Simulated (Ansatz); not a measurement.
Mulliken charges of F₂HO₂Si (`[O][Si](O)(F)F`) radical from r2SCAN/def2-TZVPP in Ansatz (PBE0-D4/def2-TZVP geometry).

| atom | x (Å) | y (Å) | z (Å) | charge (e) |
| --- | --- | --- | --- | --- |
| O1 | 0.494 | -1.265 | -1.069 | -0.272 |
| Si2 | -0.223 | 0.008 | -0.303 | 0.967 |
| O3 | 0.207 | -0.062 | 1.247 | -0.350 |
| F4 | -1.790 | -0.043 | -0.355 | -0.286 |
| F5 | 0.218 | 1.323 | -1.046 | -0.281 |
| H6 | 1.136 | -0.024 | 1.480 | 0.222 |

Problem. By hand: the dipole of these point charges (1 e Å = 4.8032 D).

Solution. Σ q r = (0.280, 0.009, 0.285) e Å, of length 0.400 e Å = 1.92 D.

Problem. How does the dipole of the full density compare? (Estimate.)

Solution. Ansatz gave: (0.337, 0.079, 0.282) e Å, 2.14 D; the point charges give 0.90 times that, at 10° from its direction.

Point charges leave out the atoms' own dipoles, such as those of lone pairs, and Mulliken's split depends on the basis, so the close match here is no proof of good charges.
